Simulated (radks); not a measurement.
The numbers below are computed, except where a source is named.
Species: neutral gadolinium. Configuration: [Xe] 4f7 5d1 6s2. Level of theory: Dirac Kohn-Sham, PBE, spin-unpolarised, spherical densities, point nucleus; open shells are shared between the two j in proportion to 2j + 1 (a radial shooting solver on a logarithmic mesh with Libxc functionals).

Radial electron density D(r) = 4 pi r^2 rho(r):

| r (bohr) | D(r) (e/bohr) |
|---|---|
| 0.00145 | 7.632 |
| 0.001981 | 12.38 |
| 0.002685 | 19.35 |
| 0.003668 | 29.62 |
| 0.004971 | 42.92 |
| 0.006791 | 59.09 |
| 0.009277 | 74.98 |
| 0.01257 | 85.49 |
| 0.01718 | 86.79 |
| 0.02328 | 80.42 |
| 0.0318 | 77.57 |
| 0.0431 | 90.24 |
| 0.05888 | 110.0 |
| 0.08044 | 107.9 |
| 0.109 | 88.04 |
| 0.1489 | 90.83 |
| 0.2019 | 98.69 |
| 0.2758 | 64.31 |
| 0.3737 | 41.63 |
| 0.5106 | 49.73 |
| 0.6975 | 35.44 |
| 0.9453 | 17.24 |
| 1.291 | 10.90 |
| 1.75 | 5.939 |
| 2.391 | 2.171 |
| 3.241 | 1.059 |
| 4.427 | 0.5901 |
| 6.048 | 0.1838 |
| 8.197 | 0.02723 |
| 11.2 | 0.001396 |

D(r) has 4 maxima, at r = 0.0152, 0.0675, 0.188, 0.515 bohr, and minima at 0.0294, 0.124, 0.371 bohr, inside which lie 2.01, 11.20, 29.32 electrons.
